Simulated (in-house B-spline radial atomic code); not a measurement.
How numerical settings move a run on Ne³⁺, [He] 2s2 2p3. Computed with an all-electron radial atomic-structure program (B-spline basis): non-relativistic Hartree-Fock, spin-polarised, averaged over the determinants with the given up and down occupations, point nucleus.

Command:
```bash
python run_scf.py task.json out
```
Settings of the sound reference run:
```
Z                10
electrons        7
configuration    [He] 2s2 2p3
hamiltonian      nr
method           hf
spin_polarised   True
knot_spacing     0.22
spline_order     8
gauss_points     12
box_radius       16.22
max_iterations   70
damping          0.5
damped_steps     3
diis_vectors     10
tolerance        1e-08
start            Thomas-Fermi
```

Run time, properties included: 0.06 s on 1 thread of Arm Neoverse V1 (shared host).

It converges in 9 iterations to -124.109499 hartree, with 2p up at -98.4853 eV. The other runs change the listed settings, some to values that make no sense; their results aren't properties of the atom or ion. Radii are in bohr (the nuclear one in fm), a minus after a letter asks for a j subshell, and «unchanged» means within 1e-8 hartree. The run stops when the residual is below 10 × tolerance × max(1, Z/10), or a noise floor if that is larger, and the energy moves by less than 1e-8 × √|E| hartree; so very loose and very tight tolerances often act alike.

```tsv
changed settings	outcome
knot_spacing = 1.4	converged in 10 iterations, energy +1.20e+00 hartree from the reference, 2p up level -6.2e-01 eV (the program warns: 1s up reaches the box edge; 1s down reaches the box edge)
electrons = 10, configuration = [He] 2s2 2p3 3s3, max_iterations = 100	stopped with error: shell 3s holds at most 1 electrons (per spin)
knot_spacing = 2	converged in 9 iterations, energy +4.78e+00 hartree from the reference, 2p up level -2.7e+00 eV (the program warns: 2p up reaches the box edge; 1s up reaches the box edge)
knot_spacing = 1	converged in 10 iterations, energy +1.24e-01 hartree from the reference, 2p up level -8.8e-02 eV
spline_order = 4, box_radius = 8.11, max_iterations = 75, start = bare nucleus	converged in 9 iterations, energy +2.85e-05 hartree from the reference, 2p up level -3.7e-05 eV
first_knot = 0.3	converged in 9 iterations, energy +3.17e-04 hartree from the reference, 2p up level -4.1e-05 eV
knot_spacing = 1.4, spline_order = 3, gauss_points = 6, max_iterations = 100, start = bare nucleus	converged in 9 iterations, energy +9.34e+00 hartree from the reference, 2p up level -4.3e+00 eV
first_knot = 0.0001	converged in 8 iterations, energy unchanged, 2p up level +9.3e-06 eV
knot_spacing = 0.3	converged in 9 iterations, energy +3.71e-08 hartree from the reference, 2p up level -3.4e-07 eV
knot_spacing = 0.55	converged in 9 iterations, energy +4.46e-04 hartree from the reference, 2p up level -1.2e-03 eV
knot_spacing = 0.75	converged in 9 iterations, energy +2.92e-02 hartree from the reference, 2p up level -2.3e-02 eV
gauss_points = 3, max_iterations = 8	converged in 8 iterations, energy -4.00e+04 hartree from the reference, 2p up level +2.3e+01 eV
damping = 0	converged in 8 iterations, energy unchanged
```

**Question.** What happens with max_iterations = 2, damped_steps = 30?

**Answer.** Not converged after 2 iterations, last residual 8.6e-02, last energy +3.37e-02 hartree from the reference.

**Question.** What happens with hamiltonian = dirac, method = tpss,tpss, spin_polarised = False, nucleus = fermi, rms_radius = 3.0055, mass_number = 20, atomic_mass = 19.99244, speed_of_light = 137.036?

**Answer.** Stopped with error: meta-GGAs are not served with the Dirac Hamiltonian.

**Question.** What happens with knot_spacing = 0.4?

**Answer.** Converged in 9 iterations, energy +3.33e-06 hartree from the reference, 2p up level -1.8e-05 eV.

**Question.** What happens with first_knot = 0.1?

**Answer.** Converged in 9 iterations, energy unchanged.
